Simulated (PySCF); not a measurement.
# Ionisation energy of Cl(2+) by level of theory

Cl(2+) [Ne] 3s2 3p3 (4S) → Cl(3+) [Ne] 3s2 3p2 (3P), as a difference of total energies. Computed with PySCF 2.14 in dyall-acv3z, with no relativity, point nucleus. Correlated levels: valence: [Ne] frozen; virtual orbitals above 40 to 60 times the deepest correlated orbital energy dropped. The calculations carry no spin-orbit coupling.

```
           method  ionisation energy (eV)
              UHF                  38.962
    MP2 (valence)                  39.628
SCS-MP2 (valence)                  39.426
   CCSD (valence)                  39.554
CCSD(T) (valence)                  39.592
```

A first-order spin-orbit estimate (lowest level to lowest level, LS coupling) adds -0.099 eV.

Errors of the correlated levels include the incompleteness of this basis and the frozen core.

Q: Which method comes closest to the reference value, and which is furthest?

A: The reference is 39.8 ± 0.11 eV (semi-empirical (NIST evaluation); NIST Atomic Spectra Database, ionization energies). Closest: MP2 (valence) (error -0.271 eV); furthest: UHF (error -0.937 eV), both after the spin-orbit estimate.
